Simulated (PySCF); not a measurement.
## Radiative rates from a computed spectrum

Species: C6H12S.
Numbering: `[CH3:1][CH:2]([CH3:3])[S:4][CH:5]1[CH2:6][CH2:7]1` (hydrogens: H8, H9, H10 on C1; H11 on C2; H12, H13, H14 on C3; H15 on C5; H16, H17 on C6; H18, H19 on C7)

Level of theory: PySCF 2.14.0, density-fitted response routines, TDDFT PBE0/def2-SVPD, vertical, gas phase, core orbitals frozen in the response. The structure is a single PBE0-D3(BJ)/def2-SVP conformer in the gas phase; no vibrational or solvent corrections. Torsions of this conformer, `[CH3:1][CH:2]([CH3:3])[S:4][CH:5]1[CH2:6][CH2:7]1`: C1–C2–S4–C5 65°, C2–S4–C5–C6 70°.

Computed singlets with f of 0.002 or more:

| state | E (eV) | f |
| --- | --- | --- |
| S1 | 5.53 | 0.0021 |
| S2 | 6.02 | 0.030 |
| S3 | 6.33 | 0.021 |
| S4 | 6.42 | 0.022 |
| S5 | 6.85 | 0.013 |
| S6 | 7.08 | 0.026 |
| S7 | 7.29 | 0.0074 |
| S8 | 7.47 | 0.0053 |
| S9 | 7.57 | 0.0072 |
| S10 | 7.58 | 0.068 |

Question: Turn these into Einstein A coefficients, radiative lifetimes, transition dipoles and integrated cross-sections.

Answer: Relations used (vacuum, state to state): A = 0.6670 f ν̃² s⁻¹ (ν̃ in cm⁻¹); τ = 1/A; f = (2/3) ΔE |μ|² in atomic units; ∫σ dE = 109.76 f Mb·eV.

```
state  A (s⁻¹)       τ  |μ| (D)  ∫σ dE (Mb·eV)
   S1  2.8×10⁶  350 ns     0.32           0.23
   S2  4.7×10⁷   21 ns     1.14            3.3
   S3  3.7×10⁷   27 ns     0.95            2.4
   S4  4.0×10⁷   25 ns     0.96            2.5
   S5  2.7×10⁷   38 ns     0.71            1.4
   S6  5.6×10⁷   18 ns     0.98            2.8
   S7  1.7×10⁷   59 ns     0.52           0.81
   S8  1.3×10⁷   78 ns     0.43           0.58
   S9  1.8×10⁷   56 ns     0.50           0.79
  S10  1.7×10⁸  5.9 ns     1.53            7.4
```

Leading configurations: S1 H→L (56%); S2 H→L+1 (56%); S3 H→L+2 (81%); S4 H→L+3 (83%); S5 H→L+4 (87%); S6 H→L+5 (92%); S7 H→L+6 (96%); S8 H→L+7 (72%); S9 H→L+8 (72%); S10 H-1→L (74%) (H = HOMO, L = LUMO).

These lifetimes count emission to the ground state at the vertical energy alone; relaxation of the geometry and all other decay channels are left out.

Question: What is the integrated cross-section of all computed states together?

Answer: Σf = 0.202 over S1 to S10, so 109.76 × Σf ≈ 22.2 Mb·eV.

Question: Suppose S1 emitted 0.3 eV lower with the same transition dipole. How would A change?

Answer: At fixed |μ|, A goes as the cube of the energy: (5.23/5.53)³ = 0.85, which makes τ about 420 ns.

Question: How much energy does a mole of photons resonant with S10 carry?

Answer: 7.584 eV × 96.485 = 732 kJ/mol (175 kcal/mol).

The vertical ionisation energy (ΔSCF) is 8.27 eV, 0.69 eV above S10.

Time: 2.4 min. Hardware: one thread, Arm Neoverse N1 (shared host).
